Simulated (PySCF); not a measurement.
Polarisability and C₆ of F²⁺ (fluorine, charge +2)

[He] 2s2 2p3, high-spin 4S determinant. Calculation: PySCF 2.14, in aug-cc-pCVQZ-DK (9s8p6d4f2g, 109 functions); the spin-free X2C one-electron Hamiltonian (Gaussian nucleus). Coupled (time-dependent) response in atomic units; α is the mean over directions.

```csv
method,mean α (bohr³),C₆ (like pair),S(−4)
UHF,1.268,1.556,1.538
PBE,1.248,1.590,1.256
PBE0,1.241,1.567,1.282
BLYP,1.227,1.568,1.158
HSE06,1.246,1.573,1.302
```

S(−4) is the Cauchy moment in α(ω) = α(0) + S(−4) ω² + …

α(iu) at BLYP:

```csv
u (hartree),α(iu) (bohr³)
0,1.227
0.0500,1.224
0.100,1.216
0.200,1.184
0.300,1.136
0.500,1.020
0.750,0.8758
1.00,0.7529
1.50,0.5678
2.00,0.4392
3.00,0.2799
5.00,0.1383
```

For an ion, C₆ is the dispersion term alone; charge-induced terms of lower order in 1/R come first.
